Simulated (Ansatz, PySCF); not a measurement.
Energy difference R1 + 2 R2 → P1 + 2 P2, each structure at its B3LYP-D3(BJ)/def2-TZVP stationary point, reached from a drawn start (curvature not checked).
R1: Cl2MoO2 (SMILES [O]=[Mo](=[O])([Cl])[Cl]), charge 0, multiplicity 1.
P1, Cl2Mo (SMILES [Cl][Mo][Cl]) (charge 0, multiplicity 5, Z-matrix in Å and degrees):
```
Mo
Cl 1 2.2773
Cl 1 2.2773 2 131.34
```
R2, H2 (SMILES [H][H]) (charge 0, multiplicity 1):
```xyz
2

H      0.0000     0.0000     0.3720
H      0.0000     0.0000    -0.3720
```
P2: H2O (SMILES O), charge 0, multiplicity 1.

P less R. No zero-point or thermal terms; singlets are restricted closed shells; open shells are unrestricted; no spin–orbit coupling. The spin states of the d-block species are the ones drawn and need not be the lowest.

Run with Ansatz (Gaussian orbitals); PySCF for the D3/D4 terms. All values are computed, each at the level named. Elements past Kr take the def2 small-core potentials, without spin–orbit coupling.

Task: One of these levels gives 3.052 eV for the reaction energy. Which one is it?
A) CAM-B3LYP/def2-TZVPP
B) BHLYP-D4/def2-TZVPP
C) r2SCAN-D4/def2-TZVPP
D) BLYP/def2-TZVPP

Result: C, r2SCAN-D4/def2-TZVPP. The others give 3.713 (BLYP/def2-TZVPP), 0.939 (BHLYP-D4/def2-TZVPP), 2.091 (CAM-B3LYP/def2-TZVPP)

Ansatz is a quantum-chemistry and plane-wave program.
